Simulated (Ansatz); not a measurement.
An input meant for the cluster Ag2Sn (charge 0, singlet; scaled by 0.92).

```yaml
crystal:
  periodic: [false, false, false]
  atoms:
    - {symbol: Ag, position_ang: [0.130092, -2.666669, -1.432320]}
    - {symbol: Ag, position_ang: [1.420550, 1.033041, 2.468682]}
    - {symbol: Sn, position_ang: [-1.550659, 1.633628, -1.036379]}
basis:
  gaussian: {orbitals: def2-TZVP}
hamiltonian: {xc: {name: PBE0}, dispersion: d4}
scf: {lower_state_search: light}
```

```sh
$ ansatz run in.yaml --threads 4 --pin off --events-out ev --progress --plain --max-ram 3916MiB
```

Output, abridged:

```
Functional definition: PBE0
1233 factors; their error is unknown
mean field evaluation 1: about -13813.1527 eV, gradient 5.9e1 eV
mean field evaluation 2: about -11712.7767 eV, gradient 5.4e2 eV
mean field evaluation 4: about -13817.4593 eV, gradient 3.0e1 eV
mean field evaluation 8: about -13825.7653 eV, gradient 1.7e1 eV
mean field evaluation 16: about -13828.0466 eV, gradient 2.7e-1 eV
mean field evaluation 32: about -13822.9138 eV, gradient 2.0e1 eV
mean field evaluation 64: about -13827.8726 eV, gradient 5.2e0 eV
mean field -13828.04715188 eV, -508.1713598447 hartree, gradient 1.7e-5 eV, S^2 0.000000; 10 other end points of the search recorded, 0 dependent functions left out
reference -13828.04718498 eV, -508.1713610609 hartree; 30, 30 occupied and 100, 100 virtual orbitals, 1233 factors
Total energy: -13828.13155259 eV, -508.1744615134 hartree
```

In this input the coordinates are in bohr but typed as ångström. The run converged. The result belongs to that input, not to the species as meant.

In the def2 sets Ag, Sn take a core potential; there is no spin–orbit coupling.
